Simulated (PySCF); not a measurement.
Si (silicon, neutral) across methods

[Ne] 3s2 3p1 4s1, 4s spin antiparallel (an excited configuration). Computed with PySCF 2.14 in aug-cc-pV(T+d)Z with one added diffuse shell each of s, p, d, f type (7s6p5d3f, 71 functions), with the non-relativistic Hamiltonian (point nucleus). The B2PLYP total includes its PT2 part (frozen core); its orbital energies are those of the SCF part.

```json
{"method": "PBE0", "E (hartree)": "-289.0703", "mean ε 3s β (eV)": "-15.123", "mean ε 3p α (eV)": "-8.937", "mean ε 4s β (eV)": "-2.294", "Σ⟨r²⟩ (bohr²)": "71.56", "⟨S²⟩": "1.006"}
{"method": "LDA", "E (hartree)": "-288.0300", "mean ε 3s β (eV)": "-14.118", "mean ε 3p α (eV)": "-7.671", "mean ε 4s β (eV)": "-1.951", "Σ⟨r²⟩ (bohr²)": "70.39", "⟨S²⟩": "1.002"}
{"method": "revPBE", "E (hartree)": "-289.1386", "mean ε 3s β (eV)": "-13.907", "mean ε 3p α (eV)": "-7.814", "mean ε 4s β (eV)": "-1.979", "Σ⟨r²⟩ (bohr²)": "70.53", "⟨S²⟩": "1.005"}
{"method": "PBE", "E (hartree)": "-289.0454", "mean ε 3s β (eV)": "-13.975", "mean ε 3p α (eV)": "-7.785", "mean ε 4s β (eV)": "-1.973", "Σ⟨r²⟩ (bohr²)": "70.45", "⟨S²⟩": "1.004"}
{"method": "r2SCAN", "E (hartree)": "-289.1563", "mean ε 3s β (eV)": "-14.141", "mean ε 3p α (eV)": "-8.228", "mean ε 4s β (eV)": "-1.975", "Σ⟨r²⟩ (bohr²)": "71.53", "⟨S²⟩": "1.010"}
{"method": "M06-L", "E (hartree)": "-289.1742", "mean ε 3s β (eV)": "-13.988", "mean ε 3p α (eV)": "-8.068", "mean ε 4s β (eV)": "-1.831", "Σ⟨r²⟩ (bohr²)": "71.48", "⟨S²⟩": "1.007"}
{"method": "r2SCAN0", "E (hartree)": "-289.1564", "mean ε 3s β (eV)": "-15.210", "mean ε 3p α (eV)": "-9.235", "mean ε 4s β (eV)": "-2.268", "Σ⟨r²⟩ (bohr²)": "71.79", "⟨S²⟩": "1.010"}
{"method": "B2PLYP", "E (hartree)": "-289.0794", "mean ε 3s β (eV)": "-16.083", "mean ε 3p α (eV)": "-9.917", "mean ε 4s β (eV)": "-2.424", "Σ⟨r²⟩ (bohr²)": "73.82", "⟨S²⟩": "1.008"}
{"method": "UHF", "E (hartree)": "-288.68269", "mean ε 3s β (eV)": "-17.584", "mean ε 3p α (eV)": "-11.960", "mean ε 4s β (eV)": "-2.906", "Σ⟨r²⟩ (bohr²)": "78.79", "⟨S²⟩": "1.016"}
```

The outer electron is Rydberg-like, and this basis confines it to a smaller radius and binds it less than a complete one would. With the s spin flipped the determinant is a mixture of two multiplicities, not a spectroscopic state.
